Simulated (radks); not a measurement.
The potassium ion K+ inside a hard spherical wall (all orbitals vanish at R), configuration held at [Ar] and not refilled when levels cross. Method: scalar-relativistic Kohn-Sham, LDA (Slater exchange, VWN5 correlation), spin-polarised, spherical densities, finite nucleus; Fermi nuclear charge, rms radius 3.4349 fm; computed with a radial shooting solver on a logarithmic mesh with Libxc functionals. Eigenvalues in eV for spin up, with the zero of energy where the potential of the charges vanishes at infinity; a dash marks a level that is unbound or too diffuse for the functional's potential to be trusted. A positive occupied level is held by the wall or, in an anion where self-interaction has pushed it up, behind a barrier. The pressure on the wall is -dE/dV.

| R (bohr) | E (hartree) | kinetic (hartree) | e(2s) | e(2p) | e(3s) | e(3p) | e(4s, empty) | e(3d, empty) | pressure (GPa) |
|---|---|---|---|---|---|---|---|---|---|
| free | -600.40276 | 603.600 | -358.48 | -286.25 | -41.366 | -24.978 | -6.122 | -3.893 | 0 |
| 15 | -600.40276 | 603.600 | -358.48 | -286.25 | -41.366 | -24.978 | -6.122 | -3.892 | < 0.0001 |
| 10 | -600.40276 | 603.600 | -358.48 | -286.25 | -41.366 | -24.978 | -6.094 | -3.871 | < 0.0001 |
| 8 | -600.40276 | 603.600 | -358.48 | -286.25 | -41.365 | -24.978 | -5.922 | -3.793 | 0.000154 |
| 5 | -600.39980 | 603.632 | -358.33 | -286.10 | -41.260 | -24.868 | -2.556 | -2.805 | 0.675 |
| 3.5 | -600.29298 | 604.405 | -355.75 | -283.48 | -39.491 | -22.916 | 12.130 | 1.261 | 50.3 |
| 1.5 | -583.54747 | 659.025 | -275.64 | -200.33 | 50.304 | 72.688 | 350.77 | 96.435 | 50100 |
